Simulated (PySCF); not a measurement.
C3H8BP.
Structure used (PBE0-D3(BJ)/def2-SVP), in Å, numbered top down from 1:
```xyz
13
C3H8BP angstrom
C      1.993   -0.364    0.944
C      1.275   -0.251   -0.176
C      0.269    0.812   -0.471
B     -1.244    0.388   -0.536
P     -1.826   -1.395   -0.417
H      2.692   -1.191    1.092
H      1.909    0.369    1.753
H      1.401   -1.016   -0.953
H      0.331    1.640    0.260
H      0.483    1.296   -1.446
H     -2.072    1.226   -0.821
H     -1.031   -1.914    0.639
H     -3.072   -1.271    0.252
```

Computed with PySCF at PBE0/def2-SVPD, non-relativistic, on one gas-phase PBE0-D3(BJ)/def2-SVP geometry that isn't relaxed in the solvent. The solvent is an IEF-PCM continuum (van der Waals radii × 1.2), and excitations are vertical TDDFT with non-equilibrium linear response and a frozen core. Specific hydrogen bonds and non-electrostatic terms are outside this model.

Gas-phase singlets (H = HOMO, L = LUMO):

```json
{"state": "S1", "E (eV)": "4.749", "λ (nm)": "261", "f": "0.028", "leading configurations": "H→L 78%, H-1→L 19%"}
{"state": "S2", "E (eV)": "5.023", "λ (nm)": "247", "f": "0.061", "leading configurations": "H-1→L 76%, H→L 16%"}
{"state": "S3", "E (eV)": "6.238", "λ (nm)": "199", "f": "0.045", "leading configurations": "H-2→L 89%"}
{"state": "S4", "E (eV)": "6.318", "λ (nm)": "196", "f": "0.017", "leading configurations": "H→L+1 70%, H-1→L+1 22%"}
{"state": "S5", "E (eV)": "6.717", "λ (nm)": "185", "f": "0.025", "leading configurations": "H→L+2 78%, H-1→L+1 16%"}
```

Q: How does the list change in chloroform (ε = 4.711)?

A: 
```tsv
state	E (eV)	λ (nm)	f	leading configurations	change by rank (eV)
S1	4.742	261	0.050	H→L 91%	-0.007
S2	5.008	248	0.078	H-1→L 89%	-0.015
S3	6.205	200	0.067	H-2→L 91%	-0.033
S4	6.356	195	0.031	H→L+1 64%, H-1→L+1 27%	+0.038
S5	6.690	185	0.039	H-3→L 96%	-0.027
```

Q: How does the list change in acetonitrile (ε = 35.69)?

A: 
| state | E (eV) | λ (nm) | f | leading configurations | change by rank (eV) |
| --- | --- | --- | --- | --- | --- |
| S1 | 4.758 | 261 | 0.044 | H→L 92% | +0.009 |
| S2 | 5.039 | 246 | 0.077 | H-1→L 89% | +0.016 |
| S3 | 6.214 | 200 | 0.065 | H-2→L 90% | -0.024 |
| S4 | 6.386 | 194 | 0.029 | H→L+1 62%, H-1→L+1 30% | +0.068 |
| S5 | 6.687 | 185 | 0.037 | H-3→L 96% | -0.030 |

Q: How do the frontier levels move from gas to acetonitrile?

A: 
| orbital | gas (eV) | solvent (eV) | change (eV) |
| --- | --- | --- | --- |
| LUMO+2 | 0.54 | 0.66 | +0.12 |
| LUMO+1 | 0.13 | 0.23 | +0.10 |
| LUMO | -1.37 | -1.27 | +0.10 |
| HOMO | -7.27 | -7.22 | +0.05 |
| HOMO-1 | -7.41 | -7.38 | +0.03 |
| HOMO-2 | -9.14 | -9.03 | +0.11 |
| HOMO-3 | -9.66 | -9.53 | +0.13 |

The HOMO–LUMO gap goes from 5.89 to 5.95 eV.
